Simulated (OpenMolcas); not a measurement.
Ru5+ (d3) among equal point charges was computed by CASSCF with the d shell active (OpenMolcas, ANO-RCC-VDZP on the metal). Its lowest spin-free states, and all those of the highest spin:

```
2S+1  Degeneracy  E (cm-1)
   4           3       0.0
   4           3      2423
   4           1      5360
   2           2     15698
   4           3     16932
   2           3     17133
   2           3     17431
   2           1     18778
   2           3     21747
   2           3     22838
   2           3     22898
   2           2     23914
```

Question: Is the site octahedral, tetrahedral or cube-like, axial, or of lower symmetry?

Answer: The states with 2S+1 = 4 have orbital degeneracies 3, 3, 1, 3. Threefold states need a cubic site. For d3 at this spin an octahedron puts the single A2 below the threefold T2 and a tetrahedron or cube puts the threefold T1 below the threefold T2, so the site is a tetrahedron or a cube, which this pattern cannot tell apart. The run had Ru5+ among 8 point charges of -1.2 e arranged as a cube (Oh), 2.07 Å from the ion.

An orbital triplet at a regular site is open to Jahn-Teller coupling, which can distort the site and quench the lowest spin-orbit gaps and is left out. Without dynamic correlation the repulsion within the d shell is too large (B by tens of per cent), so at a given field states of lower spin stand too high. Point charges give a weaker field than real ligands, and real ions of this kind are as a rule low spin; the high spin found here belongs to the model. This is an electrostatic model: the charges have no orbitals. No measured value stands beside these numbers.
